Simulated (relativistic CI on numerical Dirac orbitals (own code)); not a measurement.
Rh36+: what numerical and physical settings do to a radial Dirac CI calculation

Reference input:

```
atom Rh  Z=45  charge=36  electrons=9
nucleus A=103  rms_radius_fm=4.4945
hamiltonian dirac-coulomb  breit=on  qed=on  c_scale=1
orbitals kli  potential=per-configuration
slater_scale 1
correlation none
mixing on
grid step=0.0125 r_max=3.3
scf mixing=0.4 start=green max_iterations=150 tolerance=2e-08 node_fill=0.05
configurations
  [He] 2s2 2p5
  [He] 2s 2p6
  [He] 2p6 3s
end
```

Computed lowest total energy -3570.94657 Ha, first excitation 1203438.4 cm⁻¹, 25 SCF steps. Runs with settings changed; * marks those that are bad on purpose (the QED terms keep the true α when c is scaled):

```tsv
Changed	Outcome	Lowest level	ΔE (Ha)	First excitation (cm⁻¹)	SCF steps	Message
SCF tolerance 1e-06	converged	2s2.2p5 2P°_3/2	4.61e-08	1203438.4	22	
nuclear radius 4.0451 fm, Slater scale 0.5, speed of light × 1.25	converged	2s2.2p5 2P°_3/2	31.8	753289.1	25	
node fill of the KLI weights 0.01, SCF mixing 0.2, QED terms off	converged	2s2.2p5 2P°_3/2	-2	1201049.5	27	
SCF tolerance 1e-05, end of the grid at 4.95 bohr	converged	2s2.2p5 2P°_3/2	4.61e-08	1203438.4	20	
charge 35 *	refused				0	configuration [He] 2s2 2p5 has 9 electrons, the ion has 10
SCF tolerance 1e-14 *	converged	2s2.2p5 2P°_3/2	-8.43e-10	1203438.4	50
```
